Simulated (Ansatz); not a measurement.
Calculated with Ansatz (gas phase, PBE0-D4/def2-TZVP geometries, no zero-point term in ΔE). CCSD(T)/CBS is the MP2 limit (def2-TZVPP, def2-QZVPP) plus CCSD(T) − MP2 in def2-TZVPP, frozen cores. This one scheme is used for every species, atoms too. Functionals use def2-TZVPP. B3LYP here is the variant with VWN-RPA as its local correlation; programs differ in this. No spin–orbit coupling; open shells (•) take unrestricted orbitals. Spin–orbit coupling would lower the free atoms: a little for O, Si. One conformer a species, not always the lowest.

`O[SiH2][SiH](O)[SiH3]` → 8 H• + 2 O• + 3 Si•  (atomization)

```csv
level,ΔE (kJ/mol),difference from CCSD(T)/CBS
PBE-D4,4244.6,-32.6
r2SCAN-D4,4255.3,-21.9
PBE0-D4,4194.6,-82.6
B3LYP-D4,4243.2,-34.0
ωB97X-V,4288.4,11.2
ωB97M-V,4257.9,-19.3
B2PLYP,4191.2,-86.0
PBE,4214.1,-63.1
B3LYP,4193.9,-83.3
HF/def2-TZVPP,3114.0,-1163.2
CCSD/def2-TZVPP,4098.7,-178.5
CCSD(T)/def2-TZVPP,4148.6,-128.6
HF/def2-QZVPP,3123.4,-1153.8
MP2/def2-QZVPP,4250.6,-26.6
SCS-MP2/def2-QZVPP,4277.3,0.1
CCSD/CBS(def2),4227.3,-49.9
CCSD(T)/CBS,4277.2,0
```

Largest T1 diagnostic among the species: 0.013.

From PBE to PBE0 (25 % exact exchange), in def2-TZVPP and without D4, ΔE moves by −45.8 kJ/mol: exact exchange takes away binding that semilocal exchange gives to molecules. In def2-TZVPP, CCSD(T) changes the Hartree–Fock value by +1034.6 kJ/mol (the triples alone add +49.9 kJ/mol) and MP2 by +1059.5 kJ/mol; breaking electron pairs costs correlation energy, which Hartree–Fock lacks.

For atomizations the MP2-based limit and the directly extrapolated one differ by several kJ/mol either way, and by 10 to 25 for some Ge, Se and Sn compounds, so smaller differences from it don't rank the levels.
